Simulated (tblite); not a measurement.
Species: C₇H₉FN (doublet state).
Atom-mapped SMILES: `[CH3:1][C:2]1=[C:3]([F:4])[CH:5]=[C:6]([NH2:7])[CH:8][CH2:9]1` (hydrogens: H10, H11, H12 on C1; H13 on C5; H14, H15 on N7; H16 on C8; H17, H18 on C9)

The geometry is computed with GFN2-xTB (gas phase). This method treats the open shell by occupation alone, without spin polarisation.

Give the optimised bond lengths and angles.

| bond | length (Å) |
| --- | --- |
| C1–C2 | 1.492 |
| C2=C3 | 1.361 |
| C3–F4 | 1.360 |
| C3–C5 | 1.395 |
| C5=C6 | 1.412 |
| C6–N7 | 1.385 |
| C6–C8 | 1.366 |
| C8–C9 | 1.488 |
| C2–C9 | 1.493 |
| C1–H10, C1–H11, C1–H12 | 1.090 |
| C5–H13 | 1.077 |
| N7–H14, N7–H15 | 1.007 |
| C8–H16 | 1.080 |
| C9–H17, C9–H18 | 1.102 |

Bonds in one row agree within 0.01 Å and their mean is given. A selection of angles:
| angle | degrees |
| --- | --- |
| C1–C2–C3 | 123.4 |
| C1–C2–C9 | 117.8 |
| C3–C2–C9 | 118.8 |
| C2–C3–F4 | 119.0 |
| C2–C3–C5 | 124.6 |
| F4–C3–C5 | 116.4 |
| C3–C5–C6 | 119.3 |
| C5–C6–N7 | 118.7 |
| C5–C6–C8 | 119.8 |
| N7–C6–C8 | 121.5 |
| C6–C8–C9 | 123.0 |
| C2–C9–C8 | 114.6 |
| H14–N7–C6 | 115.7 |
| H15–N7–C6 | 115.6 |

Dihedral angles: C1–C2–C3–F4 0° (synperiplanar); C2–C3–C5–C6 0° (synperiplanar); C3–C5–C6–N7 -176° (antiperiplanar); C5–C6–C8–C9 -2° (synperiplanar); C6–C8–C9–C2 2° (synperiplanar); C1–C2–C9–C8 179° (antiperiplanar). The mirror-image conformer, all signs reversed, is as good.

Of the pairs four or more bonds apart, F4···H10 is among the closest relative to their van der Waals radii: 2.40 Å, 90 % of the sum of Bondi's values. C6 (carbon bonded to 2 C and N) is planar (angles 121.5°, 119.8° and 118.7°, sum 359.9°, 0.02 Å off the plane of its three neighbours). C8 (carbon bonded to 2 C and H) is planar (angles 123.0°, 120.2° and 116.9°, sum 360.0°, 0.01 Å off the plane of its three neighbours). C3 (carbon bonded to 2 C and F) is planar (angles 124.6°, 119.0° and 116.4°, sum 360.0°, 0.00 Å off the plane of its three neighbours). C5 (carbon bonded to 2 C and H) is planar (angles 121.0°, 119.7° and 119.3°, sum 360.0°, 0.00 Å off the plane of its three neighbours). N7 (nitrogen bonded to C and 2 H) is pyramidal (angles 115.7°, 115.6° and 114.1°, sum 345.4°, 0.25 Å off the plane of its three neighbours). The 9 heavy atoms lie in one plane (0.019 Å rms).

Its GFN2-xTB frequencies are all real (lowest 82 cm⁻¹).

Time: 0.51 s. Hardware: Arm Neoverse V1, one thread, no GPU, shared host. This is the geometry optimisation.
